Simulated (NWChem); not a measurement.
A series in which one site is exchanged, each optimised at PBE0/def2-SVP with NWChem, gas phase unless a solvent is named. All stand in one matching conformer (torsions within 35°), which need not be the lowest. 

A: [F][Ga]([F])[OH] (GaHOF2; site = Ga)
B: [OH][Al]([F])[F] (AlHOF₂; site = Al)
C: OB(F)F (BHOF₂; site = B)

**Question.** Rank them by orbital gap (eV), PBE0/def2-SVP, lowest first.

**Answer.** A (8.10), B (8.76), C (11.77)
